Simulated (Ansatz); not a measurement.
Basis sets compared for CrCl3. Charge 0, multiplicity 4. Geometry B3LYP-D4/def2-SVP. Ansatz on 2 threads of AMD EPYC 7R43 on a shared host; times are rough, and most runs start from earlier orbitals.

```xyz
4

Cr   -0.010    0.064    0.009
Cl   -0.066   -0.347    2.110
Cl   -1.793   -0.124   -1.160
Cl    1.869    0.407   -0.959
```

Binding counts from free atoms (Cr septet, Cl doublet) in the same basis, without a counterpoise term.

```tsv
level	functions	energy (Eh)	HOMO (eV)	LUMO (eV)	binding per atom (eV)	wall time
PBE-D4/def2-SVP	85	-2423.8582	-6.36	-5.40	2.87	2.8 s
PBE-D4/def2-TZVP (with forces)	156	-2424.4948	-6.48	-5.51	2.87	4.5 s
r2SCAN-D4/def2-TZVP	156	-2425.1653	-7.08	-5.76	2.73	10 s
PBE0-D4/def2-SVP	85	-2423.9691	-8.67	-4.97	2.54	3.8 s
PBE0-D4/def2-TZVP (with forces)	156	-2424.5999	-8.73	-4.88	2.60	14 s
```

(1) Estimate the rows for PBE-D4/def2-TZVPD, r2SCAN-D4/def2-TZVPD, PBE0-D4/def2-TZVPD.

Results:

(1) 
| level | functions | energy (Eh) | HOMO (eV) | LUMO (eV) | binding per atom (eV) | wall time |
| --- | --- | --- | --- | --- | --- | --- |
| PBE-D4/def2-TZVPD | 186 | -2424.4970 | -6.53 | -5.56 | 2.86 | 6 s |
| r2SCAN-D4/def2-TZVPD | 186 | -2425.1668 | -7.10 | -5.79 | 2.73 | 14 s |
| PBE0-D4/def2-TZVPD | 186 | -2424.6017 | -8.76 | -4.91 | 2.60 | 22 s |
